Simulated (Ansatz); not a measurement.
Geometry optimisation of CH6B2O (`BCBO`).

```yaml
crystal:
  periodic: [false, false, false]
  atoms:
    - {symbol: B, position_ang: [-1.319168, 0.621611, -0.021019]}
    - {symbol: C, position_ang: [-0.377144, -0.587510, -0.261730]}
    - {symbol: B, position_ang: [0.952517, -0.227808, 0.536787]}
    - {symbol: O, position_ang: [2.087444, 0.212014, -0.071089]}
    - {symbol: H, position_ang: [-1.467954, 1.480754, -0.873597]}
    - {symbol: H, position_ang: [-1.878726, 0.769827, 1.051014]}
    - {symbol: H, position_ang: [-0.162445, -0.796727, -1.330020]}
    - {symbol: H, position_ang: [-0.763864, -1.488808, 0.263513]}
    - {symbol: H, position_ang: [1.019246, -0.319217, 1.749065]}
    - {symbol: H, position_ang: [1.993096, 0.284663, -1.039925]}
basis:
  gaussian: {orbitals: def2-TZVP}
hamiltonian: {xc: pbe0, dispersion: d4}
relax: {f_tol: 0.005, max_steps: 150}
```

```sh
$ ansatz run in.yaml --threads 2 --pin off --events-out ev --progress --plain --max-ram 4352MiB
```

Shortened log:

```
Functional definition: PBE0
mean field -4531.31921916 eV, -166.5229098656 hartree, gradient 2.3e-5 eV, S^2 0.000000; 0 other end points of the search recorded, 0 dependent functions left out
relax step   1: F+E_penalty+E_count = -4531.43823288 eV  Δ(F+E_penalty+E_count) = +0.000e0 eV  max|allowed force component| = 6.858e-1 eV/Å  Δτ_max = 0.0000 Å  (26 SCF iters, accepted)
mean field -4531.35043408 eV, -166.5240569928 hartree, gradient 2.2e-5 eV, S^2 0.000000; 0 other end points of the search recorded, 0 dependent functions left out
relax step   2: F+E_penalty+E_count = -4531.46953968 eV  Δ(F+E_penalty+E_count) = -3.131e-2 eV  max|allowed force component| = 1.847e-1 eV/Å  Δτ_max = 0.0226 Å  (32 SCF iters, accepted)
mean field -4531.35215666 eV, -166.5241202965 hartree, gradient 2.1e-5 eV, S^2 0.000000; 0 other end points of the search recorded, 0 dependent functions left out
relax step   3: F+E_penalty+E_count = -4531.47121935 eV  Δ(F+E_penalty+E_count) = -1.680e-3 eV  max|allowed force component| = 1.380e-1 eV/Å  Δτ_max = 0.0228 Å  (31 SCF iters, accepted)
mean field -4531.35393331 eV, -166.5241855871 hartree, gradient 2.2e-5 eV, S^2 0.000000; 0 other end points of the search recorded, 0 dependent functions left out
relax step   4: F+E_penalty+E_count = -4531.47297681 eV  Δ(F+E_penalty+E_count) = -1.757e-3 eV  max|allowed force component| = 2.073e-2 eV/Å  Δτ_max = 0.0100 Å  (32 SCF iters, accepted)
mean field -4531.35405312 eV, -166.5241899899 hartree, gradient 2.2e-5 eV, S^2 0.000000; 0 other end points of the search recorded, 0 dependent functions left out
relax step   5: F+E_penalty+E_count = -4531.47306637 eV  Δ(F+E_penalty+E_count) = -8.956e-5 eV  max|allowed force component| = 1.909e-2 eV/Å  Δτ_max = 0.0026 Å  (32 SCF iters, accepted)
mean field -4531.35426502 eV, -166.5241977773 hartree, gradient 2.2e-5 eV, S^2 0.000000; 0 other end points of the search recorded, 0 dependent functions left out
relax step   6: F+E_penalty+E_count = -4531.47318980 eV  Δ(F+E_penalty+E_count) = -1.234e-4 eV  max|allowed force component| = 9.294e-3 eV/Å  Δτ_max = 0.0093 Å  (32 SCF iters, accepted)
mean field -4531.35447708 eV, -166.5242055702 hartree, gradient 2.1e-5 eV, S^2 0.000000; 0 other end points of the search recorded, 0 dependent functions left out
relax step   7: F+E_penalty+E_count = -4531.47333919 eV  Δ(F+E_penalty+E_count) = -1.494e-4 eV  max|allowed force component| = 9.916e-3 eV/Å  Δτ_max = 0.0160 Å  (31 SCF iters, accepted)
mean field -4531.35491415 eV, -166.5242216322 hartree, gradient 2.1e-5 eV, S^2 0.000000; 0 other end points of the search recorded, 0 dependent functions left out
relax step   8: F+E_penalty+E_count = -4531.47357232 eV  Δ(F+E_penalty+E_count) = -2.331e-4 eV  max|allowed force component| = 1.379e-2 eV/Å  Δτ_max = 0.0397 Å  (31 SCF iters, accepted)
mean field -4531.35513828 eV, -166.5242298690 hartree, gradient 2.1e-5 eV, S^2 0.000000; 0 other end points of the search recorded, 0 dependent functions left out
relax step   9: F+E_penalty+E_count = -4531.47365823 eV  Δ(F+E_penalty+E_count) = -8.591e-5 eV  max|allowed force component| = 1.846e-2 eV/Å  Δτ_max = 0.0301 Å  (31 SCF iters, accepted)
mean field -4531.35515234 eV, -166.5242303856 hartree, gradient 2.1e-5 eV, S^2 0.000000; 0 other end points of the search recorded, 0 dependent functions left out
relax step  10: F+E_penalty+E_count = -4531.47363595 eV  Δ(F+E_penalty+E_count) = +2.228e-5 eV  max|allowed force component| = 1.936e-2 eV/Å  Δτ_max = 0.0066 Å  (32 SCF iters, rejected (line search))
mean field -4531.35516882 eV, -166.5242309913 hartree, gradient 2.1e-5 eV, S^2 0.000000; 0 other end points of the search recorded, 0 dependent functions left out
relax step  11: F+E_penalty+E_count = -4531.47369619 eV  Δ(F+E_penalty+E_count) = -3.795e-5 eV  max|allowed force component| = 7.704e-3 eV/Å  Δτ_max = 0.0026 Å  (33 SCF iters, accepted)
mean field -4531.35517449 eV, -166.5242311997 hartree, gradient 2.1e-5 eV, S^2 0.000000; 0 other end points of the search recorded, 0 dependent functions left out
relax step  12: F+E_penalty+E_count = -4531.47369810 eV  Δ(F+E_penalty+E_count) = -1.910e-6 eV  max|allowed force component| = 2.773e-3 eV/Å  Δτ_max = 0.0007 Å  (33 SCF iters, accepted)
mean field -4531.35517449 eV, -166.5242311997 hartree, gradient 2.1e-5 eV, S^2 0.000000; 1 other end points of the search recorded, 0 dependent functions left out
Total energy: -4531.47373111 eV, -166.5285880750 hartree
Atom 0 at    -1.348786     0.618759    -0.011046 Å, force    -0.001856    -0.001044    -0.000531 eV/Å
Atom 1 at    -0.358055    -0.537147    -0.267143 Å, force     0.001466     0.001017     0.001437 eV/Å
Atom 2 at     0.962137    -0.213914     0.535955 Å, force    -0.002773    -0.002055    -0.000921 eV/Å
Atom 3 at     2.117123     0.148811    -0.066390 Å, force     0.002731     0.001211    -0.000407 eV/Å
Atom 4 at    -1.577270     1.438692    -0.854314 Å, force     0.000725     0.000605     0.000204 eV/Å
Atom 5 at    -1.869894     0.742002     1.060042 Å, force     0.000437     0.000253    -0.000063 eV/Å
Atom 6 at    -0.153893    -0.725992    -1.324537 Å, force    -0.000255     0.000143    -0.000541 eV/Å
Atom 7 at    -0.738011    -1.443894     0.223771 Å, force     0.000187    -0.000308     0.000018 eV/Å
Atom 8 at     0.995101    -0.270186     1.731675 Å, force     0.000078     0.000562     0.000841 eV/Å
Atom 9 at     2.054550     0.191669    -1.025014 Å, force    -0.000741    -0.000383    -0.000037 eV/Å
Dipole moment:    -0.040688    -0.153604    -0.341093 e Å
```

Hardware: 2 threads of an Arm Neoverse V2 on a shared host. Wall time 30 s, peak host memory 0.29 GiB.
